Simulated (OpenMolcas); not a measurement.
Re5+ (d2) among equal point charges was computed by CASSCF with the d shell active (OpenMolcas, ANO-RCC-VDZP on the metal). Its lowest spin-free states, and all those of the highest spin:

```
2S+1  Degeneracy  E (cm-1)
   3           1       0.0
   3           3      1559
   3           3      2770
   1           2     12396
   1           3     13587
   3           3     14886
   1           1     18598
   1           3     19006
   1           2     19593
   1           3     20039
   1           1     45702
```

Task: Is the site octahedral, tetrahedral or cube-like, axial, or of lower symmetry?

Result: The states with 2S+1 = 3 have orbital degeneracies 1, 3, 3, 3. Threefold states need a cubic site. For d2 at this spin an octahedron puts the threefold T1 below the threefold T2 and a tetrahedron or cube puts the single A2 below the threefold T2, so the site is a tetrahedron or a cube, which this pattern cannot tell apart. The first gap at this spin, 1560 cm-1, is |10Dq| in ligand-field theory. The run had Re5+ among 4 point charges of -1.5 e arranged as a tetrahedron (Td), 2.36 Å from the ion.

Spin-orbit coupling mixes the spin-free states strongly: the lowest level takes only 43 % from its leading state, 3T2, which lies 1559 cm-1 above the lowest spin-free state. Without dynamic correlation the repulsion within the d shell is too large (B by tens of per cent), so at a given field states of lower spin stand too high. The ground term spreads over less than 5000 cm-1, several times less than with real ligands, so orbital moments are less quenched and χT lies further from the spin-only value than at real sites. Point charges carry no covalency, so the field is a model and not that of real ligands. No measured value stands beside these numbers.
